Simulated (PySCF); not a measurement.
Relaxation of singlet SeH₃⁺

Method: PBE0/[Se def2-TZVP, H def2-TZVP], no relativity, density fitting, PySCF. A (50,194) grid was used.

A hand-made trigonal pyramidal start, of C3v symmetry, held to at least that symmetry:

```xyz
4
charge 1 multiplicity 1, angstrom
Se    0.0000    0.0000   -0.0248
H     1.2806    0.0000    0.6561
H    -0.6403    1.1091    0.6561
H    -0.6403   -1.1090    0.6561
```

Optimiser trace:
```
step  E − E(last) (kJ/mol)  largest gradient (Eh/bohr)
   0                 11.04                     0.03752
   1                  0.15                     0.00451
   2                  0.00                     0.00073
   3                  0.00                     0.00001
```

It ends at C3v with Se–H 1.480 Å (×3); H–Se–H 92.6° (×3). A frequency run shows a minimum. Other isomers or separated fragments may lie lower.

Final geometry:
```xyz
4
charge 1 multiplicity 1, angstrom
Se    0.0000    0.0000   -0.0297
H     1.2352    0.0000    0.7855
H    -0.6176    1.0698    0.7855
H    -0.6177   -1.0697    0.7855
```

The relaxation took about 6 core-seconds on a shared host.
